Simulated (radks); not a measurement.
Neutral silver, configuration [Kr] 4d10 5s1.

Calculated with a radial shooting solver on a logarithmic mesh with Libxc functionals: Dirac Kohn-Sham, B86b exchange with PBE correlation, spin-unpolarised, spherical densities, finite nucleus; Fermi nuclear charge, rms radius 4.5454 fm.

Energy parts (Ry):
total: -10635.56722
kinetic: 11130.04511
electron-nucleus: -25791.29033
Hartree: 4325.87977
exchange-correlation: -300.20177

Orbitals (lengths in bohr, moments of r in powers of bohr; <r^-3> diverges for s and p1/2; r(max) is where P^2 peaks):
orbital  occ.  eigenvalue (Ry)   <1/r>   r(max)  <r^-3>  small-component weight
1s1/2       2        -1860.806   49.44  0.02015       -                2.96e-02
2s1/2       2        -273.9060   11.39   0.1141       -                6.21e-03
2p1/2       2        -254.5384   11.37  0.08819       -                6.22e-03
2p3/2       4        -241.6489   10.68  0.09244    3496                5.97e-03
3s1/2       2        -50.22094   3.984   0.3328       -                1.75e-03
3p1/2       2        -42.51552   3.889   0.3192       -                1.69e-03
3p3/2       4        -40.24091   3.722   0.3291   627.3                1.62e-03
3d3/2       4        -26.60140   3.557   0.2722   96.36                1.51e-03
3d5/2       6        -26.14340   3.514   0.2751   90.70                1.49e-03
4s1/2       2         -6.98462   1.520   0.8228       -                4.41e-04
4p1/2       2         -4.56249   1.397   0.8601       -                3.83e-04
4p3/2       4         -4.18877   1.343   0.8851   102.9                3.63e-04
4d3/2       4         -0.57342  0.9794    1.030   8.911                2.08e-04
4d5/2       6         -0.53250  0.9623    1.041   8.223                2.02e-04
5s1/2       1         -0.32557  0.4074    2.501       -                3.65e-05

The highest occupied level is 5s1/2 at -4.430 eV. Summed over all electrons, <r^2> = 48.34 bohr^2, which gives a Langevin (diamagnetic) susceptibility term of -38.3 x 10^-6 cm^3/mol. For comparison, the ionisation energy in NIST's Atomic Spectra Database is 7.576 eV (measured). In exact Kohn-Sham theory the highest level is minus the ionisation energy, but local and semilocal functionals leave it too shallow, through self-interaction and a potential that decays too fast; potentials with the right tail come closer. The electron density at the nucleus is 1.458e+05 e/bohr^3.

Beside tabulated values, note that spin-unpolarised runs miss the spin-polarisation part of the exchange energy of open shells.
